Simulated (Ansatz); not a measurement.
Ansatz (a quantum-chemistry and plane-wave program) input:

Ansatz 0.2 input:
```yaml
crystal:
  periodic: [false, false, false]
  atoms:
    - {symbol: Si, position_ang: [-0.02674607, 0.00345831, -0.00585441]}
    - {symbol: F, position_ang: [-0.23021765, -0.31574683, 1.52811554]}
    - {symbol: F, position_ang: [-0.58435377, -1.23126439, -0.80664420]}
    - {symbol: O, position_ang: [-0.80770499, 1.41461461, -0.35575155]}
    - {symbol: O, position_ang: [1.51500366, 0.20832782, -0.44259614]}
    - {symbol: H, position_ang: [2.04719834, 0.89114510, -0.02449857]}
basis:
  gaussian:
    orbitals: STO-3G
hamiltonian:
  xc: {name: PBE0}
magnetization: {spin_polarized: true, initial_magnetization: 1}
```

Q: Which total energy does the run end on?

A: -631.44496 Eh (PBE0/STO-3G). The basis has 30 functions.

It need not be the lowest isomer of its formula.
